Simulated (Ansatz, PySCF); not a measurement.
Here is a job for Ansatz (a program for electronic structure).
Ansatz 0.2 input:
```yaml
crystal:
  periodic: [false, false, false]
  atoms:
    - {symbol: Ge, position_ang: [0.46067749, 1.06204801, 0.12669895]}
    - {symbol: C, position_ang: [-0.33250695, -0.76656304, -0.09144853]}
    - {symbol: C, position_ang: [-0.54526840, -1.38912251, 1.28414072]}
    - {symbol: C, position_ang: [0.62092744, -1.63364519, -0.90644850]}
    - {symbol: C, position_ang: [-1.66922811, -0.65105376, -0.81596744]}
    - {symbol: H, position_ang: [1.77325686, 1.02052520, 0.84917919]}
    - {symbol: H, position_ang: [0.71116687, 1.72497062, -1.19404141]}
    - {symbol: H, position_ang: [-0.43786689, 1.97264572, 0.90772151]}
    - {symbol: H, position_ang: [-0.97730640, -2.38574086, 1.19286179]}
    - {symbol: H, position_ang: [0.40123205, -1.47487690, 1.81709018]}
    - {symbol: H, position_ang: [-1.22068345, -0.77771783, 1.88185265]}
    - {symbol: H, position_ang: [1.58399317, -1.72153951, -0.40441293]}
    - {symbol: H, position_ang: [0.78683792, -1.19965205, -1.89203244]}
    - {symbol: H, position_ang: [0.21215454, -2.63544972, -1.03884633]}
    - {symbol: H, position_ang: [-1.53507939, -0.20214585, -1.79970853]}
    - {symbol: H, position_ang: [-2.36130886, -0.03026137, -0.24773062]}
    - {symbol: H, position_ang: [-2.12162005, -1.63398667, -0.94795695]}
basis:
  gaussian:
    orbitals: STO-3G
hamiltonian:
  xc: cam_b3lyp
accuracy: high
```

Question: Convert this to an input for PySCF.

Answer: One answer among several that fit: 
```python
from pyscf import gto, scf, dft

mol = gto.M(
    atom='''
Ge    0.46067749    1.06204801    0.12669895
C    -0.33250695   -0.76656304   -0.09144853
C    -0.54526840   -1.38912251    1.28414072
C     0.62092744   -1.63364519   -0.90644850
C    -1.66922811   -0.65105376   -0.81596744
H     1.77325686    1.02052520    0.84917919
H     0.71116687    1.72497062   -1.19404141
H    -0.43786689    1.97264572    0.90772151
H    -0.97730640   -2.38574086    1.19286179
H     0.40123205   -1.47487690    1.81709018
H    -1.22068345   -0.77771783    1.88185265
H     1.58399317   -1.72153951   -0.40441293
H     0.78683792   -1.19965205   -1.89203244
H     0.21215454   -2.63544972   -1.03884633
H    -1.53507939   -0.20214585   -1.79970853
H    -2.36130886   -0.03026137   -0.24773062
H    -2.12162005   -1.63398667   -0.94795695
''',
    basis='sto-3g',
    verbose=4,
)

mf = dft.RKS(mol)
mf.xc = 'camb3lyp'
mf.grids.atom_grid = (99, 590)
mf.grids.prune = None
mf.kernel()
```

Both were run: Ansatz gave -2210.785114 Eh and PySCF -2210.785114 Eh, 0.000 mEh apart.
